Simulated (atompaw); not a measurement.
# Varying the PAW (atompaw) potential for Se

Base potential:

Se, PAW, made with atompaw 4.2.0.5 (LDA (PW92), scalar-relativistic). Core [Ar] 3d10, reference 4s2 4p4. Waves: 4s (bound): rc 1.90 bohr; 4s channel at -0.05 Ry: rc 1.90 bohr; 4p (bound): rc 1.90 bohr; 4p channel at 0.65 Ry: rc 1.90 bohr. Local part: bessel scheme, radius 1.35 bohr. Core correction: smooth core density matched at 1.55 bohr. Augmentation charge: besselshape compensation charge, radius 1.65 bohr; PAW radius 1.90 bohr; waves and projectors: custom rrkj vanderbiltortho.

All-electron outer shells of the reference configuration (LDA (PW92), scalar-relativistic, ld1.x):

```tsv
shell	level (eV)	outermost node (bohr)	outermost maximum (bohr)
3p	-152.70	0.21	0.50
3d	-53.39	–	0.45
4s	-17.48	0.70	1.51
4p	-6.66	0.74	1.80
```

Cutoffs, loose and tight: the cutoffs (Ry, on a coarse ladder) from which the occupation-weighted sum of valence levels, in a spherical-Bessel basis at the reference potential, stays within 10 and 1 mRy of its value at 400 Ry. They see the waves, projectors and local potential, not the compensation charge or the core. A dash means not determined.

| change | outcome | cutoff, loose | cutoff, tight | bound ghosts |
| --- | --- | --- | --- | --- |
| base | generated | 15 Ry | 21 Ry | none |
| all radii scaled by about 0.84 (s 1.60, p 1.60 bohr); local potential bessel scheme, radius 1.14 bohr; augmentation besselshape compensation charge, radius 1.40 bohr; PAW radius 1.60 bohr; waves and projectors: custom rrkj vanderbiltortho; core correction smooth core density matched at 1.30 bohr | generated | 12 Ry | 30 Ry | none |
| all radii scaled by about 1.17 (s 2.22, p 2.22 bohr); local potential bessel scheme, radius 1.58 bohr; augmentation besselshape compensation charge, radius 1.92 bohr; PAW radius 2.22 bohr; waves and projectors: custom rrkj vanderbiltortho; core correction smooth core density matched at 1.80 bohr | generated | 12 Ry | 15 Ry | none |
| all radii scaled by about 1.26 (s 2.40, p 2.40 bohr); local potential bessel scheme, radius 1.70 bohr; augmentation besselshape compensation charge, radius 2.08 bohr; PAW radius 2.40 bohr; waves and projectors: custom rrkj vanderbiltortho; core correction smooth core density matched at 1.96 bohr | generated | 12 Ry | 15 Ry | none |

Problem. What comes out with this change to the base: all radii scaled by about 0.96 (s 1.82, p 1.82 bohr); local potential bessel scheme, radius 1.30 bohr; augmentation besselshape compensation charge, radius 1.58 bohr; PAW radius 1.82 bohr; waves and projectors: custom rrkj vanderbiltortho; core correction smooth core density matched at 1.50 bohr?

Solution. outcome: generated; cutoff, loose: 15 Ry; cutoff, tight: 25 Ry; bound ghosts: none.

Problem. What comes out with this change to the base: all radii scaled by about 0.76 (s 1.44, p 1.44 bohr); local potential bessel scheme, radius 1.02 bohr; augmentation besselshape compensation charge, radius 1.24 bohr; PAW radius 1.44 bohr; waves and projectors: custom rrkj vanderbiltortho; core correction smooth core density matched at 1.16 bohr?

Solution. outcome: generated; cutoff, loose: 21 Ry; cutoff, tight: 40 Ry; bound ghosts: none.

Problem. What comes out with this change to the base: all radii scaled by about 1.07 (s 2.04, p 2.04 bohr); local potential bessel scheme, radius 1.46 bohr; augmentation besselshape compensation charge, radius 1.78 bohr; PAW radius 2.04 bohr; waves and projectors: custom rrkj vanderbiltortho; core correction smooth core density matched at 1.68 bohr?

Solution. outcome: generated; cutoff, loose: 15 Ry; cutoff, tight: 18 Ry; bound ghosts: none.

Reading the sweep of the scale of all radii (base = 1) (base included, trends over the rows without a ghost): The loose cutoff falls from 21 Ry at 0.76 to 12 Ry at 1.26, with one reversal. A larger radius leaves more room for a smooth pseudo-wave, so fewer plane waves are needed; a smaller one forces it to follow the all-electron wave where it bends sharply.
